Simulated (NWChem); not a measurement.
System: NH₂TeCl; SMILES [Te](N)Cl

NWChem input:

```
start job
memory heap 200 mb stack 900 mb global 1100 mb
geometry units angstroms noautoz
  Te     0.345036     0.445923     0.000000
  Cl    -0.184394    -1.898468     0.000000
  N     -1.443985     1.327396     0.000000
  H     -2.000285     1.191304    -0.840102
  H     -2.000285     1.191304     0.840102
end
basis spherical
  * library def2-svp
end
ecp
  Te library def2-ecp
end
dft
  xc b3lyp
  iterations 150
  vectors input atomic output neutral.movecs
end
task dft energy
charge 1
dft
  odft
  mult 2
  vectors input atomic output cation.movecs
end
task dft energy
```

Coordinates come from a PBE0/def2-SVP optimisation. Not confirmed as a minimum by frequencies. B3LYP is NWChem's, with the RPA form of VWN correlation. def2 effective core potentials on Te; no spin-orbit coupling.

Ions are spin-unrestricted doublets at the neutral geometry; other ion states weren't tried.

### Question
Predict the main results of this run. (B3LYP/def2-SVP with def2 effective core potentials on Te, vertical spin-unrestricted ions.) Quantities: vertical ionisation energy, ΔSCF (eV); −ε(HOMO) (eV).

### Answer
| Quantity | Value |
|---|---|
| vertical ionisation energy, ΔSCF (eV) | 8.47 |
| −ε(HOMO) (eV) | 5.94 |
